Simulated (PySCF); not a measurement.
Species: C7H15 (doublet state).
Z-matrix (Å and degrees, GFN2-xTB geometry), rows numbered from 1:
```
C 
C   1  1.4704
C   2  1.5503  1  111.04
C   3  1.5388  2  115.55  1  -179.96
C   4  1.5301  3  111.09  2   -61.07
C   4  1.5302  3  111.09  2    61.18
C   4  1.5336  3  107.45  2  -179.94
H   1  1.0730  2  120.53  3    84.22
H   1  1.0730  2  120.52  3   -84.44
H   2  1.0917  1  109.93  3  -119.86
H   2  1.0916  1  109.94  3   119.87
H   3  1.0924  2  107.99  1    58.04
H   3  1.0924  2  107.98  1   -57.98
H   5  1.0870  4  111.15  3    66.91
H   5  1.0880  4  110.10  3  -173.53
H   5  1.0880  4  110.64  3   -53.85
H   6  1.0881  4  110.65  3    53.75
H   6  1.0870  4  111.15  3   -67.05
H   6  1.0880  4  110.09  3   173.47
H   7  1.0878  4  110.72  3    60.07
H   7  1.0877  4  110.50  3  -179.99
H   7  1.0877  4  110.70  3   -60.08
```

The hyperfine couplings belong to this conformer and change with its torsions.

The species is `[CH2]CCC(C)(C)C` [radical].

Method used: UKS B3LYP, pcH-1 on C H, non-relativistic, mean-field spin-orbit, GIAO in PySCF. Isolated species at its GFN2-xTB geometry (one conformer only). A GFN2-xTB geometry isn't a minimum of the functional, and hyperfine couplings can be far from their values at a DFT geometry. Stability of the SCF solution: not tested.

Principal values of hyperfine tensors in MHz (contact and dipolar terms together), for some of the nuclei:

| atom | isotope | A1 | A2 | A3 | alike by the symmetry of this geometry |
| --- | --- | --- | --- | --- | --- |
| C1 | 13C | 15.21 | 15.95 | 257.65 | none |
| H9 | 1H | -101.24 | -62.06 | -22.69 | H8 |
| H10 | 1H | 30.78 | 31.06 | 45.22 | H11 |
| C2 | 13C | -33.65 | -30.43 | -28.99 | none |
| C4 | 13C | 5.78 | 5.80 | 11.31 | none |
| C7 | 13C | 4.00 | 4.06 | 5.36 | none |
| H12 | 1H | -10.08 | -6.12 | 4.10 | H13 |
| H21 | 1H | 2.68 | 2.88 | 4.33 | none |

Question: Give the isotropic coupling of each nucleus in MHz and in mT (g = 2.0026), and the anisotropic part.

Answer: a_iso is a third of the trace, T = A − a_iso, and a(mT) = a(MHz)/(g × 13.996).

```tsv
atom	a_iso (MHz)	a_iso (mT)	T1	T2	T3
C1	96.27	3.435	-81.06	-80.32	161.38
H9	-62.00	-2.212	-39.24	-0.07	39.31
H10	35.69	1.273	-4.91	-4.63	9.54
C2	-31.03	-1.107	-2.63	0.60	2.03
C4	7.63	0.272	-1.85	-1.83	3.68
C7	4.47	0.160	-0.47	-0.41	0.89
H12	-4.03	-0.144	-6.05	-2.09	8.13
H21	3.30	0.118	-0.62	-0.42	1.03
```

Question: What spin density at the nucleus of C4 lies behind its contact coupling (g_N = 1.40482)?

Answer: a_FC = 800.24 MHz bohr³ × g_N × ρ(0)/(2S). With a_FC = 7.63 MHz and 2S = 1, ρ(0) = 0.006788 bohr⁻³.

Question: C3 (13C, g_N = 1.40482) isn't in the table. Its spin density at the nucleus is 0.07587 bohr⁻³. What is its contact coupling?

Answer: By the same relation, a_FC = 85.3 MHz. Its full tensor has the principal values 78.51, 78.63, 98.74 MHz.

Question: Name the largest traceless tensor T of the table and describe it.

Answer: C1: -81.1, -80.3, 161.4 MHz, axial, in the ratio −1:−1:+2, the form that spin in one p orbital centred on that nucleus gives.

Question: What first-order splitting does C1 cause when the field lies along A1, A2 or A3 of its tensor (g taken as isotropic, no quadrupole term)?

Answer: 2 lines (I = 1/2), spaced by |A_i|/(g × 13.996): 0.54, 0.57, 9.19 mT along the axes of A1, A2 and A3.

Time: 1.7 min wall (grids of density and orbitals included); peak memory 1.1 GiB. Hardware: an Arm Neoverse V2 with one thread, shared host.
